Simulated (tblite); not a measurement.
Start geometry of `[CH+]=[C]C(=C)/C=C(\F)C=C` [radical] from a force field or distance geometry (Å):
```
atom  x, y, z in Å
C1    -2.9917   -0.6021    1.0522
C2    -1.8092   -0.6465    0.5539
C3    -1.3298    0.2110   -0.5154
C4    -2.2603    0.6556   -1.3760
C5     0.0696    0.5756   -0.6420
C6     0.9967    0.1515    0.1878
F7     0.6565   -0.6526    1.2204
C8     2.4214    0.5524    0.0194
C9     3.2626    0.0530    0.9250
H10   -3.8962   -0.7483    1.6103
H11   -3.2775    0.3252   -1.1916
H12   -2.0342    1.2931   -2.2079
H13    0.3383    1.2130   -1.4507
H14    2.7391    1.1857   -0.7926
H15    2.7969   -0.5692    1.6876
H16    4.3101    0.2787    0.9081
```

What comes out of this run: GFN2-xTB geometry optimisation, gas phase (tblite)?

```
atom  x, y, z in Å
C1    -2.6171   -0.8415    1.3565
C2    -2.0679   -0.2801    0.4408
C3    -1.4657    0.3875   -0.6465
C4    -2.2737    0.8452   -1.6610
C5    -0.0553    0.5925   -0.7099
C6     0.8725    0.1808    0.2243
F7     0.4651   -0.4697    1.3009
C8     2.2773    0.4118    0.1087
C9     3.1608    0.0027    1.0426
H10   -3.0852   -1.3339    2.1610
H11   -3.3406    0.6916   -1.6287
H12   -1.8659    1.3650   -2.5133
H13    0.3219    1.1205   -1.5743
H14    2.6067    0.9383   -0.7755
H15    2.8435   -0.5226    1.9310
H16    4.2159    0.1882    0.9319
```

The energy falls by 1.415 eV over 100 L-BFGS steps, the largest force on an atom goes from 5.64 to 0.009 eV/Å, and the atoms move by 0.420 Å rms after alignment. The bond that changes most is C1=C2 (ends: carbon bonded to C and H; carbon bonded to 2 C), which shortens by 0.078 Å. Bonds longer at the end by more than 0.005 Å: 6 of 15; shorter: 8. Among the angles that change most is C1–C2–C3, from 124.7° to 178.2°. Rotational constants go from 4045, 966.6, 784.7 to 3320, 1037, 790.2 MHz. The orientation of the end geometry is arbitrary; only internal coordinates are fixed.

The run took 0.48 s on an Arm Neoverse V2 with one thread, shared host.

Its GFN2-xTB frequencies are all real (lowest 59 cm⁻¹).

One conformer stands for the species.

All values are computed, not measured.
